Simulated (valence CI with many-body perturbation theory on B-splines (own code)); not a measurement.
E1 line list for Xe⁴⁷⁺

Computed by configuration interaction combined with many-body perturbation theory (CI+MBPT): five valence electrons over a frozen Dirac-Fock core [He], radial functions for each j: 11 s, 11 p, 10 d, 8 f, 5 g, 2 h, with the one-electron correlation potential Σ1, the two-electron term Σ2, the three-electron term Σ3, Breit, model QED; selected CI, second order for the rest, scaled by the run's own slope (own B-spline code, finite nucleus).

No measured spectrum was set against this ion. As an estimate, large intervals hold to a few tenths of a per cent, small ones and those within an open d or f shell to about a per cent. Among the levels kept, up to 7200 cm⁻¹ of a level comes from second order outside the variational space, and about a tenth of that is noise between levels of different J, which matters for small intervals.

Lines 51 to 100 of 600 in falling wavelength, among levels below 47658 × 10³ cm⁻¹, chosen from the strongest by gf and those to the six lowest levels. Wavelengths and rates use the calculated energies. Electric multipoles are in the length gauge, E1 and E2 with the static RPA response of the core. Weak lines are less certain than strong ones. Lines between different terms over intervals too small for the method are left out, as are lines whose strength nearly cancels. Where a level lies close to another of its J and parity, the split of strength between their lines is uncertain. The highest levels of a list are the least certain.

Levels are named by their leading jj configuration (3d3/2^4 stands for four electrons in 3d with j = 3/2), which in mixed levels can hold well under half, so a name can repeat and another be missing. Letters in brackets count levels of one name in rising energy.

```tsv
λ vac (Å)	Upper	Lower	A (s⁻¹)	log gf	Branch %
115.1	(2s^2 2p1/2 2p3/2 3d5/2) J=5/2 [b]	(2s^2 2p1/2 2p3/2 3p3/2) J=3/2 [b]	1.04e+10	-0.91	0.0
114.0	(2s^2 2p1/2 2p3/2 3d5/2) J=7/2 [b]	(2s 2p1/2^2 2p3/2 3s) J=5/2	5.84e+09	-1.04	0.0
112.3	(2s 2p1/2 2p3/2^2 3d5/2) J=3/2 [b]	(2s 2p1/2 2p3/2^2 3p3/2) J=3/2 [b]	1.15e+10	-1.06	0.0
109.3	(2s 2p1/2 2p3/2^2 3d5/2) J=3/2 [c]	(2s 2p1/2 2p3/2^2 3p3/2) J=1/2 [b]	1.12e+10	-1.10	0.0
106.1	(2s 2p1/2 2p3/2^2 3d5/2) J=7/2 [b]	(2s 2p1/2 2p3/2^2 3p3/2) J=7/2 [b]	8.34e+09	-0.95	0.0
97.57	(2s^2 2p3/2^2 3d5/2) J=5/2 [a]	(2s^2 2p3/2^2 3p3/2) J=5/2	9.28e+09	-1.10	0.0
83.71	(2p1/2^2 2p3/2^2 3p3/2) J=5/2	(2p1/2^2 2p3/2^2 3s) J=3/2	3.68e+10	-0.63	0.0
83.39	(2s 2p1/2^2 2p3/2 3p3/2) J=3/2 [a]	(2s 2p1/2^2 2p3/2 3s) J=3/2 [a]	3.54e+10	-0.83	0.0
82.91	(2s 2p1/2 2p3/2^2 3p3/2) J=7/2 [b]	(2s 2p1/2 2p3/2^2 3s) J=5/2 [b]	3.69e+10	-0.52	0.1
82.75	(2s^2 2p3/2^2 3d5/2) J=5/2 [b]	(2s 2p1/2 2p3/2^2 3s) J=3/2 [a]	1.43e+10	-1.05	0.0
82.08	(2p1/2^2 2p3/2^2 3p3/2) J=1/2	(2p1/2^2 2p3/2^2 3s) J=3/2	6.26e+10	-0.90	0.1
81.64	(2s 2p1/2 2p3/2^2 3p3/2) J=1/2 [c]	(2s 2p1/2 2p3/2^2 3s) J=1/2 [c]	5.01e+10	-1.00	0.0
81.21	(2s 2p1/2^2 2p3/2 3p3/2) J=7/2	(2s^2 2p1/2 2p3/2 3p3/2) J=5/2 [b]	2.53e+10	-0.70	1.5
80.31	(2s^2 2p1/2 2p3/2 3p3/2) J=3/2 [a]	(2s^2 2p1/2 2p3/2 3s) J=3/2 [b]	2.34e+10	-1.04	3.9
79.95	(2s 2p1/2 2p3/2^2 3d3/2) J=7/2 [b]	(2s 2p1/2 2p3/2^2 3p1/2) J=5/2 [b]	2.46e+10	-0.72	0.0
79.87	(2s 2p1/2 2p3/2^2 3d3/2) J=5/2 [b]	(2s 2p1/2 2p3/2^2 3p1/2) J=5/2 [b]	2.57e+10	-0.83	0.0
79.68	(2s^2 2p3/2^2 3p3/2) J=5/2	(2s^2 2p3/2^2 3s) J=3/2	2.50e+10	-0.85	0.8
79.05	(2s 2p1/2 2p3/2^2 3p3/2) J=3/2 [b]	(2s 2p1/2 2p3/2^2 3s) J=5/2 [b]	6.07e+10	-0.64	0.1
78.88	(2s 2p1/2 2p3/2^2 3p3/2) J=5/2 [b]	(2s 2p1/2 2p3/2^2 3s) J=3/2 [b]	6.36e+10	-0.45	0.1
78.88	(2p1/2^2 2p3/2^2 3p3/2) J=5/2	(2p1/2^2 2p3/2^2 3s) J=5/2	4.46e+10	-0.60	0.0
78.82	(2s^2 2p3/2^2 3p3/2) J=1/2	(2s^2 2p3/2^2 3s) J=3/2	5.64e+10	-0.98	3.9
78.80	(2s 2p1/2 2p3/2^2 3p3/2) J=1/2 [a]	(2s 2p1/2 2p3/2^2 3s) J=3/2 [a]	6.92e+10	-0.89	0.1
78.79	(2p1/2^2 2p3/2^2 3p3/2) J=7/2	(2p1/2^2 2p3/2^2 3s) J=5/2	9.97e+10	-0.13	0.1
78.78	(2s 2p1/2 2p3/2^2 3p3/2) J=3/2 [e]	(2s 2p1/2 2p3/2^2 3s) J=1/2 [c]	2.95e+10	-0.96	0.0
78.17	(2s^2 2p3/2^2 3p3/2) J=7/2	(2s^2 2p3/2^2 3s) J=5/2	4.82e+10	-0.45	1.8
77.84	(2s 2p1/2 2p3/2^2 3p3/2) J=7/2 [c]	(2s 2p1/2 2p3/2^2 3s) J=5/2 [c]	8.68e+10	-0.20	0.1
77.54	(2s 2p1/2 2p3/2^2 3d3/2) J=3/2 [b]	(2s 2p1/2 2p3/2^2 3p1/2) J=5/2 [b]	3.36e+10	-0.92	0.0
77.41	(2s 2p1/2 2p3/2^2 3p3/2) J=9/2	(2s 2p1/2 2p3/2^2 3s) J=7/2	9.51e+10	-0.07	18.8
76.87	(2s 2p1/2 2p3/2^2 3p3/2) J=7/2 [b]	(2s 2p1/2 2p3/2^2 3s) J=7/2	3.22e+10	-0.64	0.1
76.86	(2s^2 2p1/2 2p3/2 3p3/2) J=5/2 [a]	(2s^2 2p1/2 2p3/2 3s) J=3/2 [a]	5.52e+10	-0.53	1.3
76.81	(2s 2p1/2^2 2p3/2 3d3/2) J=7/2	(2s 2p1/2^2 2p3/2 3p1/2) J=5/2 [b]	3.71e+10	-0.58	1.8
76.68	(2s 2p1/2^2 2p3/2 3p3/2) J=5/2 [a]	(2s 2p1/2^2 2p3/2 3s) J=3/2 [a]	5.23e+10	-0.56	0.1
76.54	(2s 2p1/2^2 2p3/2 3p3/2) J=5/2 [b]	(2s 2p1/2^2 2p3/2 3s) J=3/2 [b]	8.92e+10	-0.33	0.1
76.52	(2s^2 2p1/2 2p3/2 3d3/2) J=3/2 [b]	(2s^2 2p1/2 2p3/2 3p1/2) J=3/2 [b]	2.87e+10	-1.00	0.0
76.48	(2s 2p1/2^2 2p3/2 3p1/2) J=5/2 [b]	(2s^2 2p1/2 2p3/2 3p1/2) J=3/2 [b]	2.40e+10	-0.90	0.0
76.36	(2s 2p1/2 2p3/2^2 3p3/2) J=1/2 [b]	(2s 2p1/2 2p3/2^2 3s) J=1/2 [b]	4.40e+10	-1.11	0.3
76.31	(2s^2 2p1/2 2p3/2 3p3/2) J=1/2 [a]	(2s^2 2p1/2 2p3/2 3s) J=1/2	5.40e+10	-1.03	6.5
75.98	(2s^2 2p3/2^2 3p3/2) J=5/2	(2s^2 2p3/2^2 3s) J=5/2	4.23e+10	-0.66	1.3
75.91	(2s 2p1/2 2p3/2^2 3p1/2) J=7/2	(2s^2 2p3/2^2 3p1/2) J=5/2	1.13e+10	-1.11	0.0
75.89	(2s^2 2p3/2^2 3d5/2) J=3/2	(2s^2 2p3/2^2 3p1/2) J=1/2	2.63e+10	-1.04	0.0
75.88	(2s 2p1/2 2p3/2^2 3d3/2) J=5/2 [a]	(2s 2p1/2 2p3/2^2 3p1/2) J=5/2 [a]	3.09e+10	-0.80	0.0
75.74	(2s 2p1/2 2p3/2^2 3d3/2) J=9/2	(2s^2 2p3/2^2 3d3/2) J=7/2	4.79e+10	-0.39	6.7
75.51	(2s 2p1/2 2p3/2^2 3p3/2) J=5/2 [c]	(2s 2p1/2 2p3/2^2 3s) J=3/2 [d]	3.29e+10	-0.77	0.2
75.50	(2s^2 2p1/2 2p3/2 3p3/2) J=3/2 [b]	(2s^2 2p1/2 2p3/2 3s) J=3/2 [b]	2.47e+10	-1.07	0.2
75.41	(2s 2p1/2 2p3/2^2 3p3/2) J=5/2 [c]	(2s 2p1/2 2p3/2^2 3s) J=5/2 [c]	1.82e+10	-1.03	0.1
74.98	(2s 2p1/2^2 2p3/2 3p3/2) J=1/2 [a]	(2s 2p1/2^2 2p3/2 3s) J=3/2 [a]	6.33e+10	-0.97	0.0
74.87	(2s^2 2p1/2 2p3/2 3p3/2) J=7/2	(2s^2 2p1/2 2p3/2 3s) J=5/2	9.46e+10	-0.20	19.7
74.84	(2s 2p1/2 2p3/2^2 3p3/2) J=3/2 [d]	(2s 2p1/2 2p3/2^2 3s) J=1/2 [b]	4.41e+10	-0.83	0.1
74.66	(2s 2p1/2 2p3/2^2 3p3/2) J=3/2 [d]	(2s 2p1/2 2p3/2^2 3s) J=3/2 [b]	3.69e+10	-0.91	0.1
74.64	(2s 2p1/2 2p3/2^2 3p3/2) J=5/2 [c]	(2s 2p1/2 2p3/2^2 3s) J=3/2 [c]	4.88e+10	-0.61	0.3
```

(1) How does gf follow from A for the line at 79.87 Å?

## Answers

(1) gf = 1.4992 × (2J+1)_upper × A / σ², with σ = 1252105 cm⁻¹ and 2J+1 = 6: gf = 0.147.
